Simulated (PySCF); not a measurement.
**Gold: a sound run and one with changed settings**

Sound run: Au²⁺ [Xe] 4f14 5d9, Au³⁺ [Xe] 4f14 5d8. All numbers are calculated (PySCF 2.14, scalar relativity through the core potential, in def2-SVP with the def2 core potential (60 electrons)). The sound run starts from symmetry-adapted Hartree-Fock orbitals and uses a fine grid where one is needed.

Changed run: radial step 0.8 in ln r (0.13 in the sound run). This setting is unsound on purpose.

```csv
species,method,sound run (hartree),changed run (hartree),converged
Au²⁺,UHF,-133.80199,-133.80199,yes
Au²⁺,PBE,-134.61766,-134.75045,yes
Au²⁺,MN15,-134.35389,-134.97748,yes
Au³⁺,UHF,-132.66125,-132.66125,yes
Au³⁺,PBE,-133.40723,-133.49592,yes
Au³⁺,MN15,-133.13958,-133.76362,yes
```

Ionisation energy of Au²⁺:

```tsv
method	sound run (eV)	changed run (eV)
UHF	31.041	31.041
PBE	32.937	34.137
MN15	33.043	33.031
```

A coarse radial grid mis-integrates the density and the exchange-correlation energy, with errors of either sign; Hartree-Fock needs no grid.

For comparison, NIST gives 30 ± 1.6 eV between the lowest levels.
